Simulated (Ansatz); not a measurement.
Input for Ansatz (a first-principles code): R-RI-MP2/cc-pV(Q+d)Z on H2O (SMILES O). The basis file is the Basis Set Exchange's JSON of that set.

Ansatz 0.2 input:
```yaml
crystal:
  periodic: [false, false, false]
  atoms:
    - {symbol: O, position_ang: [0.00000000, -0.00000000, 0.40073248]}
    - {symbol: H, position_ang: [-0.00000000, 0.75701187, -0.20041624]}
    - {symbol: H, position_ang: [-0.00000000, -0.75701187, -0.20041624]}
basis:
  gaussian:
    orbitals: cc-pV_Q+d_Z.json
    fitting: {mean_field: def2-universal-JKFIT, correlation: cc-pVQZ-RIFIT.json}
magnetization: {spin_polarized: false}
correlation: {method: mp2, electrons: outside_noble_gas}
scf: {lower_state_search: off}
```

Program output:

```
WARN ansatz: RAYON_NUM_THREADS=4 ignored (pool sized by the plan → 4); use --threads N
Functional definition: HF
these checks for a lower state are left out or cut short: stability, starts, cluster_reference, orbital_swaps, neighbouring_geometries, increment
integrals: 0.02 GiB planned
113 factors; integrals over basis functions are off by at most 2.4e0 eV
242 factors; integrals over basis functions are off by at most 6.0e-1 eV
mean field: 0.09 GiB planned
mean field evaluation 1: about -2068.0019 eV, gradient 3.3e1 eV
mean field evaluation 2: about -2069.1356 eV, gradient 2.2e1 eV
mean field evaluation 4: about -2069.8030 eV, gradient 3.5e-1 eV
mean field evaluation 8: about -2069.8035 eV, gradient 9.7e-7 eV
mean field -2069.80354241 eV, -76.0638772205 hartree, gradient 9.7e-7 eV, S^2 0.000000; 0 other end points of the search recorded, 0 dependent functions left out
1 core orbitals not correlated
reference -2069.80354241 eV, -76.0638772205 hartree; 4, 4 occupied and 110, 110 virtual orbitals, 242 factors
second order -7.71504532 eV of doubles, -0.00000000 eV of singles
Total energy: -2077.51858773 eV, -76.3473999065 hartree
Checks for a lower state left out: stability, starts, cluster_reference, orbital_swaps, neighbouring_geometries, increment
```

The run converged.

Cost: very roughly 0.7 core-seconds.
